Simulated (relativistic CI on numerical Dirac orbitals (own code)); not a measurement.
Inner-shell lines of Ru XIX

Method of calculation: Dirac-Coulomb-Breit CI, orbitals from a KLI potential per configuration, model QED (radiative potential, 1s self-energy scaled to tabulated hydrogen-like ionisation energies), valence Slater integrals scaled by 0.85 (own radial code, finite nucleus).

Configurations in the expansion (outside the closed core 1s2 2p6 3s2 3p6): 2s2 3d8, 2s 3d8 4p. Levels of other configurations are missing.

The table holds the strongest lines. The upper levels have an inner-shell vacancy. Auger decay, open to those above the ionisation limit, is not computed, and radiative decays to configurations outside the model are missing too. Absolute energies can be off by a few tenths of a per cent, so close lines can change order. LS names give the leading component, which can be well under half, for lower levels too. Brackets number the levels in order of energy.

| E (eV) | Upper | Lower | A (s⁻¹) | gA (s⁻¹) |
| --- | --- | --- | --- | --- |
| 3329.6 | 2s 3d8 4p 5G°_4 [13] | 2s2 3d8 3F_3 [3] | 2.36e+12 | 2.12e+13 |
| 3330.9 | 2s 3d8 4p 3G°_5 [11] | 2s2 3d8 3F_4 [1] | 4.91e+12 | 5.40e+13 |
| 3331.4 | 2s 3d8 4p 5G°_3 [14] | 2s2 3d8 1D_2 [2] | 2.14e+12 | 1.50e+13 |
| 3334.3 | 2s 3d8 4p 3H°_5 [48] | 2s2 3d8 1G_4 [7] | 5.75e+12 | 6.33e+13 |
| 3335.7 | 2s 3d8 4p 3F°_3 [54] | 2s2 3d8 1G_4 [7] | 5.37e+12 | 3.76e+13 |
| 3337.2 | 2s 3d8 4p 3D°_3 [20] | 2s2 3d8 3F_4 [1] | 3.10e+12 | 2.17e+13 |
| 3337.6 | 2s 3d8 4p 5F°_5 [21] | 2s2 3d8 3F_4 [1] | 3.15e+12 | 3.47e+13 |
| 3338.1 | 2s 3d8 4p 3F°_4 [22] | 2s2 3d8 3F_4 [1] | 6.60e+12 | 5.94e+13 |
| 3338.3 | 2s 3d8 4p 3P°_2 [50] | 2s2 3d8 3P_2 [4] | 6.79e+12 | 3.40e+13 |
| 3338.4 | 2s 3d8 4p 3D°_1 [51] | 2s2 3d8 3P_2 [4] | 8.61e+12 | 2.58e+13 |
| 3338.4 | 2s 3d8 4p 3G°_4 [34] | 2s2 3d8 3F_3 [3] | 6.77e+12 | 6.10e+13 |
| 3338.4 | 2s 3d8 4p 3S°_1 [59] | 2s2 3d8 3P_1 [6] | 7.10e+12 | 2.13e+13 |
| 3338.5 | 2s 3d8 4p 3F°_3 [36] | 2s2 3d8 3F_3 [3] | 3.95e+12 | 2.76e+13 |
| 3338.6 | 2s 3d8 4p 1F°_3 [69] | 2s2 3d8 1D_2 [8] | 2.86e+12 | 2.00e+13 |
| 3338.7 | 2s 3d8 4p 3D°_2 [61] | 2s2 3d8 3P_1 [6] | 3.19e+12 | 1.60e+13 |
| 3339.2 | 2s 3d8 4p 3F°_2 [37] | 2s2 3d8 3F_3 [3] | 3.71e+12 | 1.86e+13 |
| 3339.4 | 2s 3d8 4p 3D°_3 [25] | 2s2 3d8 3F_4 [1] | 7.90e+12 | 5.53e+13 |
| 3339.4 | 2s 3d8 4p 3D°_1 [62] | 2s2 3d8 3P_0 [5] | 7.60e+12 | 2.28e+13 |
| 3339.7 | 2s 3d8 4p 1F°_3 [74] | 2s2 3d8 1D_2 [8] | 4.15e+12 | 2.91e+13 |
| 3339.7 | 2s 3d8 4p 3G°_3 [40] | 2s2 3d8 1D_2 [2] | 7.49e+12 | 5.24e+13 |
| 3339.8 | 2s 3d8 4p 5G°_5 [27] | 2s2 3d8 3F_4 [1] | 4.25e+12 | 4.68e+13 |
| 3339.8 | 2s 3d8 4p 5D°_3 [55] | 2s2 3d8 3P_2 [4] | 2.80e+12 | 1.96e+13 |
| 3339.8 | 2s 3d8 4p 3D°_2 [41] | 2s2 3d8 1D_2 [2] | 3.44e+12 | 1.72e+13 |
| 3339.9 | 2s 3d8 4p 1D°_2 [76] | 2s2 3d8 1D_2 [8] | 7.57e+12 | 3.79e+13 |
| 3340.6 | 2s 3d8 4p 5F°_4 [29] | 2s2 3d8 3F_4 [1] | 3.66e+12 | 3.29e+13 |
| 3340.9 | 2s 3d8 4p 3F°_3 [77] | 2s2 3d8 1G_4 [7] | 6.76e+12 | 4.73e+13 |
| 3341.3 | 2s 3d8 4p 1H°_5 [78] | 2s2 3d8 1G_4 [7] | 8.42e+12 | 9.27e+13 |
| 3342.5 | 2s 3d8 4p 3G°_4 [82] | 2s2 3d8 1G_4 [7] | 3.19e+12 | 2.87e+13 |
| 3343.0 | 2s 3d8 4p 1P°_1 [99] | 2s2 3d8 1S_0 [9] | 1.04e+13 | 3.11e+13 |
| 3343.3 | 2s 3d8 4p 3D°_1 [86] | 2s2 3d8 1D_2 [8] | 5.26e+12 | 1.58e+13 |
| 3343.8 | 2s 3d8 4p 1G°_4 [85] | 2s2 3d8 1G_4 [7] | 9.53e+12 | 8.58e+13 |
| 3345.4 | 2s 3d8 4p 3F°_4 [64] | 2s2 3d8 3F_3 [3] | 2.26e+12 | 2.03e+13 |
| 3346.4 | 2s 3d8 4p 3D°_3 [91] | 2s2 3d8 1D_2 [8] | 3.94e+12 | 2.76e+13 |
| 3348.2 | 2s 3d8 4p 3G°_5 [58] | 2s2 3d8 3F_4 [1] | 3.37e+12 | 3.71e+13 |
| 3349.4 | 2s 3d8 4p 3F°_4 [64] | 2s2 3d8 3F_4 [1] | 1.91e+12 | 1.72e+13 |
